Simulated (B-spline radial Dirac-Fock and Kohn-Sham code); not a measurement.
## Elastic and transport cross sections of terbium for electrons

These are calculated numbers from a radial B-spline solver; the model is relativistic (Dirac) partial waves in the static field of the Dirac-Fock atom with Furness-McCarthy exchange, without polarisation or absorption potentials. σ_tr1 and σ_tr2 weight the cross section with 1 − P₁ and 1 − P₂ of cos θ; "backward" is the share scattered beyond 90°.

```
energy (eV)  σ (a₀²)  σ_tr1 (a₀²)  σ_tr2 (a₀²)  σ/σ_tr1  backward (%)
       5000     4.80        0.341        0.486     14.1           2.4
       5220     4.69        0.322        0.464     14.6           2.3
       5540     4.53        0.296        0.434     15.3           2.1
       6280     4.22        0.248        0.377     17.0           1.9
      10000     3.20        0.127        0.217     25.3           1.1
      20000     2.09       0.0448       0.0874     46.6          0.48
      21600     1.99       0.0398       0.0787     49.9          0.43
      26100     1.76       0.0297       0.0604     59.1          0.34
      30000        ?            ?            ?        ?             ?
      40400     1.32       0.0151       0.0324     87.7          0.19
      50000     1.15       0.0108       0.0237      107          0.15
      53200     1.10      0.00978       0.0217      113          0.14
      68300    0.936      0.00659       0.0150      142         0.098
      78000    0.859      0.00534       0.0123      161         0.083
      85700    0.809      0.00460       0.0107      176         0.073
      97500    0.746      0.00376      0.00879      199         0.061
     100000    0.734      0.00361      0.00846      204         0.059
     103000    0.721      0.00344      0.00810      209         0.057
     136000    0.610      0.00222      0.00534      274         0.039
     144000    0.590      0.00203      0.00490      290         0.036
     146000    0.585      0.00199      0.00480      294         0.035
     200000    0.493      0.00122      0.00300      404         0.023
     300000    0.406     0.000654      0.00165      622         0.013
```

**Question.** Fill in the row for 30 keV.

**Answer.** σ = 1.61 a₀², σ_tr1 = 0.0240 a₀², σ_tr2 = 0.0497 a₀², σ/σ_tr1 = 67.0, backward 0.29 %. The ratio σ/σ_tr1 is roughly the number of elastic collisions that randomise the direction.
